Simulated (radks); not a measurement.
Results of a calculation; reference values are marked as such.
Trend from Rb to Xe: ionisation energy by Delta-SCF between NIST ground configurations, and size. Level of theory: scalar-relativistic Kohn-Sham, LDA (Slater exchange, Perdew-Wang correlation), spin-polarised, spherical densities, finite nucleus; open shells are filled with parallel spins first (spin-orbit coupling, left out, can overturn this in heavy ions); Fermi nuclear charge, rms radius of each element as measured or else 0.836 A^(1/3) + 0.57 fm (a radial shooting solver on a logarithmic mesh with Libxc functionals).

[
 {"species": "Rb", "configuration": "[Kr] 5s1", "IE (eV)": "4.405", "NIST (eV)": "4.177", "kind": "exp.", "outermost": "5s", "<r> outermost (bohr)": "5.05"},
 {"species": "Sr", "configuration": "[Kr] 5s2", "IE (eV)": "5.873", "NIST (eV)": "5.695", "kind": "exp.", "outermost": "5s", "<r> outermost (bohr)": "4.27"},
 {"species": "Zr", "configuration": "[Kr] 4d2 5s2", "IE (eV)": "6.727", "NIST (eV)": "6.634", "kind": "exp.", "outermost": "5s", "<r> outermost (bohr)": "3.79"},
 {"species": "Nb", "configuration": "[Kr] 4d4 5s1", "IE (eV)": "7.402", "NIST (eV)": "6.759", "kind": "exp.", "outermost": "5s", "<r> outermost (bohr)": "3.58"},
 {"species": "Mo", "configuration": "[Kr] 4d5 5s1", "IE (eV)": "7.716", "NIST (eV)": "7.092", "kind": "exp.", "outermost": "5s", "<r> outermost (bohr)": "3.44"},
 {"species": "Tc", "configuration": "[Kr] 4d5 5s2", "IE (eV)": "7.306", "NIST (eV)": "7.119", "kind": "exp.", "outermost": "5s", "<r> outermost (bohr)": "3.46"},
 {"species": "Ru", "configuration": "[Kr] 4d7 5s1", "IE (eV)": "8.033", "NIST (eV)": "7.361", "kind": "exp.", "outermost": "5s", "<r> outermost (bohr)": "3.26"},
 {"species": "Rh", "configuration": "[Kr] 4d8 5s1", "IE (eV)": "8.124", "NIST (eV)": "7.459", "kind": "exp.", "outermost": "5s", "<r> outermost (bohr)": "3.20"},
 {"species": "Pd", "configuration": "[Kr] 4d10", "IE (eV)": "9.237", "NIST (eV)": "8.337", "kind": "exp.", "outermost": "4d", "<r> outermost (bohr)": "1.59"},
 {"species": "Ag", "configuration": "[Kr] 4d10 5s1", "IE (eV)": "8.256", "NIST (eV)": "7.576", "kind": "exp.", "outermost": "5s", "<r> outermost (bohr)": "3.09"},
 {"species": "Cd", "configuration": "[Kr] 4d10 5s2", "IE (eV)": "9.418", "NIST (eV)": "8.994", "kind": "exp.", "outermost": "5s", "<r> outermost (bohr)": "2.87"},
 {"species": "In", "configuration": "[Kr] 4d10 5s2 5p1", "IE (eV)": "5.715", "NIST (eV)": "5.786", "kind": "exp.", "outermost": "5p", "<r> outermost (bohr)": "3.64"},
 {"species": "Sn", "configuration": "[Kr] 4d10 5s2 5p2", "IE (eV)": "7.436", "NIST (eV)": "7.344", "kind": "exp.", "outermost": "5p", "<r> outermost (bohr)": "3.18"},
 {"species": "Sb", "configuration": "[Kr] 4d10 5s2 5p3", "IE (eV)": "9.044", "NIST (eV)": "8.608", "kind": "exp.", "outermost": "5p", "<r> outermost (bohr)": "2.87"},
 {"species": "Te", "configuration": "[Kr] 4d10 5s2 5p4", "IE (eV)": "9.033", "NIST (eV)": "9.010", "kind": "exp.", "outermost": "5p", "<r> outermost (bohr)": "2.70"},
 {"species": "I", "configuration": "[Kr] 4d10 5s2 5p5", "IE (eV)": "10.830", "NIST (eV)": "10.451", "kind": "exp.", "outermost": "5p", "<r> outermost (bohr)": "2.48"},
 {"species": "Xe", "configuration": "[Xe]", "IE (eV)": "12.549", "NIST (eV)": "12.130", "kind": "exp.", "outermost": "5p", "<r> outermost (bohr)": "2.31"}
]

Reference values: NIST Atomic Spectra Database (exp. = measured, semi-emp. = semi-empirical, theory = theoretical value adopted there). Open shells are spherical and high-spin; term and fine-structure splittings are not resolved. Spin-orbit splitting is averaged out at the scalar-relativistic level.
